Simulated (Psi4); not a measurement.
C6H7O, charge +1, singlet, geometry from GFN2-xTB, atoms displaced at random by about 0.08 Å a coordinate; HF/STO-3G, gradient in Psi4 1.11.

Here is a job for Psi4.
```
memory 2 GB

molecule mol {
1 1
  O     2.302670   -0.186518    0.354598
  C     0.801608   -0.189035    0.221468
  C     0.252971    1.063969   -0.136119
  C    -1.105434    1.362412   -0.118307
  C    -1.827852    0.261070   -0.205080
  C    -1.327963   -1.009140    0.053284
  C     0.082949   -1.222645    0.117386
  H     2.667719   -0.990606    0.088138
  H     2.617222    0.561236   -0.155499
  H     1.045677    1.998867   -0.068490
  H    -1.666962    2.264149   -0.220216
  H    -3.192482    0.322606   -0.380736
  H    -1.943975   -1.900509    0.084132
  H     0.500142   -2.156713    0.375405
symmetry c1
no_reorient
no_com
}

set basis sto-3g
set reference rhf

gradient('scf')
print_variables()
```

Task: What does Psi4 print? Leave out banner, timings and long lists.

Result: 
```
gradient() will perform analytic gradient computation.

   => Loading Basis Set <=

    Name: STO-3G
    Role: ORBITAL
    Keyword: BASIS

         ---------------------------------------------------------
                                   SCF
               by Justin Turney, Rob Parrish, Andy Simmonett
                          and Daniel G. A. Smith
                              RHF Reference
         ---------------------------------------------------------

  ==> Geometry <==

    Molecular point group: c1
    Full point group: C1

    Geometry (in Angstrom), charge = 1, multiplicity = 1:

       Center              X                  Y                   Z               Mass
    ------------   -----------------  -----------------  -----------------  -----------------
         O            2.302670000000    -0.186518000000     0.354598000000    15.994914619570
         C            0.801608000000    -0.189035000000     0.221468000000    12.000000000000
         C            0.252971000000     1.063969000000    -0.136119000000    12.000000000000
         C           -1.105434000000     1.362412000000    -0.118307000000    12.000000000000
         C           -1.827852000000     0.261070000000    -0.205080000000    12.000000000000
         C           -1.327963000000    -1.009140000000     0.053284000000    12.000000000000
         C            0.082949000000    -1.222645000000     0.117386000000    12.000000000000
         H            2.667719000000    -0.990606000000     0.088138000000     1.007825032230
         H            2.617222000000     0.561236000000    -0.155499000000     1.007825032230
         H            1.045677000000     1.998867000000    -0.068490000000     1.007825032230
         H           -1.666962000000     2.264149000000    -0.220216000000     1.007825032230
         H           -3.192482000000     0.322606000000    -0.380736000000     1.007825032230
         H           -1.943975000000    -1.900509000000     0.084132000000     1.007825032230
         H            0.500142000000    -2.156713000000     0.375405000000     1.007825032230

  Running in c1 symmetry.

  Rotational constants: A =      0.19560  B =      0.08137  C =      0.05783 [cm^-1]
  Rotational constants: A =   5863.88858  B =   2439.47160  C =   1733.69734 [MHz]
  Nuclear repulsion =  282.478824684703170

  Charge       = 1
  Multiplicity = 1
  Electrons    = 50
  Nalpha       = 25
  Nbeta        = 25

  ==> Algorithm <==

  SCF Algorithm Type is DF.
[...]
  @DF-RHF Final Energy:  -301.97515739171018
    Total Energy =                       -301.9751573917101837
[...]
         H           -3.192482000000     0.322606000000    -0.380736000000     1.007825032230
         H           -1.943975000000    -1.900509000000     0.084132000000     1.007825032230
         H            0.500142000000    -2.156713000000     0.375405000000     1.007825032230

  Nuclear repulsion =  282.478824684703170

  ==> Basis Set <==

  Basis Set: STO-3G
    Blend: STO-3G
    Number of shells: 28
    Number of basis functions: 42
    Number of Cartesian functions: 42
    Spherical Harmonics?: true
    Max angular momentum: 1

  ==> DFJKGrad: Density-Fitted SCF Gradients <==

    Gradient:                    1
    J tasked:                  Yes
    K tasked:                  Yes
    wK tasked:                  No
    Integrals threads:           1
    Schwarz Cutoff:          1E-12
    Fitting Condition:       1E-10

   => Auxiliary Basis Set <=

  Basis Set: (STO-3G AUX)
    Blend: DEF2-UNIVERSAL-JKFIT
    Number of shells: 217
    Number of basis functions: 653
    Number of Cartesian functions: 767
    Spherical Harmonics?: true
    Max angular momentum: 4

  -Total Gradient:
     Atom            X                  Y                   Z
    ------   -----------------  -----------------  -----------------
       1        0.099631971088    -0.052083082524    -0.041502382982
       2       -0.076860712728    -0.169178048408     0.042045507921
       3       -0.092135016906    -0.135735868792    -0.059923093607
       4       -0.068852274804    -0.018636416914     0.029724143439
       5        0.224100432663     0.108869707725    -0.008840403489
       6       -0.024943173579     0.013360242712     0.032294056111
       7        0.110964318415     0.123903001829    -0.039388786665
       8       -0.048920842097     0.085520787055     0.029388491613
       9       -0.028171429509    -0.028269080203     0.019282122342
      10        0.058322844734     0.066216093496     0.010356812484
      11       -0.017507799772    -0.029244513268     0.002716908106
      12       -0.139221915550     0.003397180616    -0.020352801582
      13        0.004945381701    -0.003603047998     0.001960966954
      14       -0.001351783655     0.035483044676     0.002238459356

  Variable Map:
  ----------------------------------------------------------------------------
[...]
  Array Variable Map:
  ----------------------------------------------------------------------------
[...]
[...]
```
